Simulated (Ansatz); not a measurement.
Cost and result for the atomization energy of C2H10O2SSi2, SMILES `CO[SiH2]S[SiH2]OC` (17 atoms, 16 bonds).

```tsv
atom	x (Å)	y (Å)	z (Å)
C1	1.246	-0.107	1.978
O2	0.748	0.709	0.942
Si3	-0.737	1.409	0.989
S4	-1.190	2.145	-0.944
Si5	-0.212	0.690	-2.182
O6	-0.784	-0.833	-2.041
C7	-0.428	-1.760	-1.042
H8	1.522	0.490	2.853
H9	0.514	-0.862	2.286
H10	2.139	-0.616	1.611
H11	-1.720	0.386	1.440
H12	-0.784	2.562	1.924
H13	1.246	0.705	-1.921
H14	-0.543	1.139	-3.552
H15	-1.038	-1.619	-0.145
H16	0.628	-1.672	-0.765
H17	-0.607	-2.765	-1.430
```

Charge 0, multiplicity 1. The structure was optimised at the PBE0-D4/def2-TZVP level. It is one conformer, not always the lowest. Program: Ansatz. All runs use 3 threads of an AMD EPYC 7R13 on a shared host and a share of an NVIDIA H100 80 GB. Times are those of one run each, without the atoms' runs, and a repeat can differ threefold. Electronic energies, without spin–orbit coupling; frozen cores. CCSD(T)/CBS adds CCSD(T) − MP2 in def2-TZVPP to the MP2 limit, and its time is that of the two runs behind it. T1 = 0.012. B3LYP takes the VWN-RPA correlation (the form of Gaussian; ORCA's B3LYP/G).

CCSD(T)/CBS is a level of theory with its own doubt, some kJ/mol a heavy atom from the limit and from the frozen cores, so smaller differences don't rank the functionals.

```
                             level  functions  wall time  atomization (kcal/mol)  difference from CCSD(T)/CBS  per bond
           CAM-B3LYP-D4/def2-TZVPP        390      4.2 s                  1480.6                          1.6       0.1
                BLYP-D4/def2-TZVPP        390      4.3 s                  1466.8                        -12.2      -0.8
                ωB97X-V/def2-TZVPP        390      4.4 s                  1483.5                          4.5       0.3
              revPBE-D4/def2-TZVPP        390      4.8 s                  1456.4                        -22.6      -1.4
 B3LYP-D4/def2-TZVPP (with forces)        390      4.8 s                  1473.0                         -6.0      -0.4
r2SCAN-D4/def2-TZVPP (with forces)        390      4.9 s                  1478.4                         -0.6       0.0
   PBE-D4/def2-TZVPP (with forces)        390      5.5 s                  1488.6                          9.6       0.6
               PBE-QIDH/def2-TZVPP        390      5.5 s                  1461.4                        -17.6      -1.1
                  CCSD(T)/def2-SVP        160      5.5 s                  1378.8                       -100.2      -6.3
               BHLYP-D4/def2-TZVPP        390        6 s                  1438.4                        -40.6      -2.5
                    MP2/def2-QZVPP        738       10 s                  1482.2                          3.2       0.2
                CCSD(T)/def2-TZVPP        390       26 s                  1438.1                        -40.9      -2.6
                 CCSD(T)/CBS(def2)          –       36 s                  1479.0                          0.0       0.0
```

The D4 term adds +18.2 kcal/mol with B3LYP and +9.8 kcal/mol with PBE0; it sums over pairs of atoms, weighted by their polarisabilities, and B3LYP, whose exchange is more repulsive, gets the larger term. At CCSD(T), def2-SVP lies −100.2 kcal/mol from the extrapolated value and def2-TZVPP −41.0 kcal/mol: correlation converges slowly with the basis, and small sets miss more of it in the bonded molecule than in its fragments. From BLYP to BHLYP (50 % exact exchange), in def2-TZVPP and without D4, the atomization energy moves by −18.8 kcal/mol: exact exchange takes away binding that semilocal exchange gives to molecules.
